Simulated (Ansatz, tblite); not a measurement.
Removing and adding an electron: GaBr3. Total charge 0; singlet. Geometry: PBE-D4/def2-SVP. Ansatz, gas phase; energy differences of separate SCF runs; the oxidised species was run as a doublet alone; the reduced species was run as a doublet alone.

```xyz
4

Ga    0.000    0.000    0.000
Br   -2.061   -0.919    0.352
Br    1.435    0.290    1.753
Br    0.625    0.629   -2.105
```

The xTB rows come from tblite.

```tsv
level	−HOMO (eV)	vertical IE (eV)	−LUMO (eV)	vertical EA (eV)	HOMO–LUMO gap (eV)	IE − EA (eV)	remarks
GFN1-xTB	11.91	15.30	7.20	–	4.71	–	–
GFN2-xTB	12.70	15.58	9.07	6.33	3.63	9.24	–
PBE-D4/def2-TZVP	7.41	10.03	3.28	–	4.13	–	–
PBE-D4/def2-TZVPD	7.44	–	3.34	1.04	4.10	–	HOMO above zero (-1 doublet)
r2SCAN-D4/def2-TZVP	7.77	10.32	3.08	–	4.68	–	–
r2SCAN-D4/def2-TZVPD	7.77	–	3.11	0.92	4.66	–	HOMO above zero (-1 doublet)
PBE0-D4/def2-TZVP	8.71	10.57	2.43	–	6.28	–	–
PBE0-D4/def2-TZVPD	8.73	–	2.49	0.93	6.24	–	HOMO above zero (-1 doublet)
```

   A HOMO above zero means that the electron is unbound at that level or that self-interaction error raises the level; the energy of removing that electron tells which. Raw xTB energy differences between charge states are shifted by several eV; the methods need an empirical correction for them.
